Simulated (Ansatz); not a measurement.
## Ansatz (development build ahead of 0.2.0) run

```yaml
crystal:
  periodic: [false, false, false]
  atoms:
    - { symbol: Cl, position_ang: [0.0, 0.0, -2.26481] }
    - { symbol: Zn, position_ang: [0.0, 0.0, 0.0] }
    - { symbol: Cl, position_ang: [0.0, 0.0, 2.26481] }
basis:
  gaussian: { orbitals: def2-TZVP }
hamiltonian:
  xc: hf
correlation:
  method: mp2
  frozen_orbitals: { Cl: 5, Zn: 5 }
```

The input is written out in the form of the current development build from the run's settings.

The run gave:

```json
{
  "Converged": "yes",
  "Reference energy": "-2696.94368 hartree",
  "Correlation energy": "-1.01965 hartree",
  "Total energy": "-2697.96333 hartree",
  "Spin squared of the determinant": "0.000"
}
```
